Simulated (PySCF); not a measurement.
(CH3)3CCHF2, C5H10F2.
InChI=1S/C5H10F2/c1-5(2,3)4(6)7/h4H,1-3H3

Computed with TDDFT CAM-B3LYP/def2-SVPD, vertical, gas phase, core orbitals frozen in the response (PySCF 2.14.0, density-fitted response routines). Isolated species at its PBE0-D3(BJ)/def2-SVP geometry, gas phase. Torsions of this conformer, `[CH3:1][C:2]([CH3:3])([CH3:4])[CH:5]([F:6])[F:7]`: C1–C2–C5–F6 60°.

```
state  E (eV)  ν̃ (cm⁻¹)       f  symmetry     main configurations (H = HOMO, L = LUMO)
   S1    8.97      72330   0.069        A′                                    H→L (88%)
   S2    9.43      76050   0.059        A″                                  H-1→L (91%)
   S3    9.46      76270   0.083        A′                                  H-2→L (88%)
   S4    9.74      78530  0.0012         –                                  H→L+1 (81%)
   S5    9.79      78950   0.059        A′                     H→L+2 (56%), H→L+3 (19%)
   S6    9.93      80070   0.011        A′                     H→L+3 (62%), H→L+2 (25%)
   S7   10.01      80760  0.0037        A″                   H-3→L (65%), H-2→L+1 (13%)
   S8   10.29      82980  0.0087        A′                 H-1→L+1 (49%), H-2→L+2 (18%)
   S9   10.30      83080  0.0041        A″  H-2→L+1 (38%), H-1→L+2 (33%), H-1→L+3 (12%)
  S10   10.42      84030   0.044        A′                 H-2→L+2 (45%), H-1→L+1 (32%)
```

Triplets, Tamm–Dancoff:

```json
{"state": "T1", "E (eV)": "8.71", "λ (nm)": "142.3", "main configurations (H = HOMO, L = LUMO)": "H→L (77%), H→L+2 (10%)"}
{"state": "T2", "E (eV)": "9.22", "λ (nm)": "134.5", "main configurations (H = HOMO, L = LUMO)": "H-2→L (83%)"}
{"state": "T3", "E (eV)": "9.24", "λ (nm)": "134.2", "main configurations (H = HOMO, L = LUMO)": "H-1→L (84%)"}
{"state": "T4", "E (eV)": "9.43", "λ (nm)": "131.5", "main configurations (H = HOMO, L = LUMO)": "H→L+2 (56%), H→L (13%)"}
```

The lowest singlet comes at 138 nm (865 kJ/mol) in the vacuum ultraviolet; it is of moderate strength; its leading configuration is HOMO→LUMO (88%). The most intense listed level is S3 at 9.46 eV (131 nm, f = 0.083), 0.49 eV above S1. Löwdin shares by element: HOMO carbon 40% or more, fluorine 26% (atoms not listed hold the other 34%); LUMO carbon 44% or more (atoms not listed hold the other 56%). The listed states span 1.45 eV, and the widest gap between neighbours is 0.46 eV (S1 to S2). Of the 10 states listed, 6 reach f = 0.01 and none stays under 0.0005. Orbital energies (eV): HOMO-3 -11.91, HOMO-2 -11.12, HOMO-1 -11.12, HOMO -10.59, LUMO 1.22, LUMO+1 2.05, LUMO+2 2.08. All these states lie below the vertical ionisation energy of 11.43 eV (ΔSCF). Symmetry labels in Cs follow from the direction of the transition dipole and are given only for states with f of 0.002 or more. Singlets were solved by full linear response, triplets in the Tamm–Dancoff approximation.
